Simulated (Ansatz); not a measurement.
Consider the cleavage of the Ga–Ga bond: `[GaH2][GaH2]` + `BO` → `B[O][GaH2]` + `[GaH3]`.

Program: Ansatz. Geometries: PBE0-D4/def2-TZVP. ΔE: electronic, gas phase. CBS: MP2 limit from def2 TZ/QZ plus the TZ coupled-cluster correction, frozen cores. This one scheme is used for every species. DFT in def2-TZVPP. B3LYP here is the variant with VWN-RPA as its local correlation; programs differ in this. For Ga outer-core shells are correlated without core-valence functions, which leaves a few kJ/mol of doubt a bond. Scalar relativity is left out up to krypton.

| level | ΔE (kcal/mol) | difference from CCSD(T)/CBS |
| --- | --- | --- |
| B97M-V | -7.8 | -3.5 |
| r2SCAN0-D4 | -4.9 | -0.6 |
| BLYP | -4.6 | -0.3 |
| B3LYP | -5.0 | -0.7 |
| CAM-B3LYP | -6.9 | -2.6 |
| LC-ωPBE | -5.8 | -1.5 |
| CCSD/def2-SVP | -8.0 | -3.7 |
| CCSD(T)/def2-TZVPP | -6.0 | -1.7 |
| MP2/CBS(def2) | -5.7 | -1.4 |
| CCSD/CBS(def2) | -4.4 | -0.1 |
| CCSD(T)/CBS | -4.3 | 0 |

Q: What do rigid-rotor, harmonic-oscillator terms from PBE0-D4/def2-TZVP frequencies (298.15 K, 1 bar) make of the CCSD(T)/CBS value? (An estimate is asked.)

A: Ansatz gave: ΔZPE = -2.9 kcal/mol, ΔH = -7.0 kcal/mol, ΔS = 6 J/(mol·K), ΔG = -7.4 kcal/mol.

Largest T1 diagnostic among the species: 0.016.

At CCSD(T), def2-SVP lies −3.7 kcal/mol from the extrapolated value and def2-TZVPP −1.7 kcal/mol. From BLYP to BHLYP (50 % exact exchange), in def2-TZVPP and without D4, ΔE moves by −1.7 kcal/mol.
